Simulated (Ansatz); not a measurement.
FH$_{4}$NSeSi (`N[SiH](F)[SeH]`). Charge 0, multiplicity 1. Correlated methods include outer-core shells of Se, which these sets cover unevenly. Scalar relativity is left out up to krypton.

```json
{"atom": "N1", "x (Å)": "-0.291", "y (Å)": "0.408", "z (Å)": "-1.096"}
{"atom": "Si2", "x (Å)": "0.544", "y (Å)": "0.194", "z (Å)": "0.363"}
{"atom": "F3", "x (Å)": "0.252", "y (Å)": "1.504", "z (Å)": "1.226"}
{"atom": "Se4", "x (Å)": "-0.150", "y (Å)": "-1.722", "z (Å)": "1.344"}
{"atom": "H5", "x (Å)": "-0.511", "y (Å)": "-0.368", "z (Å)": "-1.694"}
{"atom": "H6", "x (Å)": "-0.300", "y (Å)": "1.292", "z (Å)": "-1.578"}
{"atom": "H7", "x (Å)": "2.021", "y (Å)": "0.086", "z (Å)": "0.317"}
{"atom": "H8", "x (Å)": "-1.564", "y (Å)": "-1.394", "z (Å)": "1.117"}
```

Q: Give the diagnostics of a CCSD(T)/def2-TZVPP run (frozen core, the Gaussian-basis code of Ansatz). (An estimate is asked.)

A: Ansatz gave: T1 = 0.0101, largest single amplitude 0.011, largest double 0.033, (T) share of the correlation energy 3.3 %, 9 CCSD cycles. The RHF solution is stable towards an unrestricted one. T1 lies under the customary mark of 0.02 for closed shells.
